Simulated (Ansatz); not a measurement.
Basis-set extrapolation for C4H10Si (`C/C=C\C[SiH3]`) (PBE0-D4/def2-TZVP geometry, frozen core, Ansatz 0.2.0). Multiplicity 1, RHF reference.

```csv
,def2-TZVPP,def2-QZVPP
HF,-446.274804,-446.291136
MP2 correlation,-0.807854,-0.859379
CCSD(T) correlation,-0.904570,not run
```

Energies in hartree. Use E(X) = E(∞) + A·exp(−7.88·√X) for Hartree–Fock and E(X) = E(∞) + B·X^(−2.97) for correlation, with X = 3 and 4, and add CCSD(T) minus MP2 of the smaller set to the MP2 limit.

What is the CCSD(T) energy at the basis-set limit?

HF limit: -446.291136 + (-0.016332) × 0.13774 = -446.29339. MP2 limit: -0.859379 + (-0.051525) × 0.74074 = -0.89755. Higher-order term: -0.904570 − (-0.807854) = -0.09672. Total: -447.28766 hartree, 284.3 kJ/mol below CCSD(T)/def2-TZVPP.
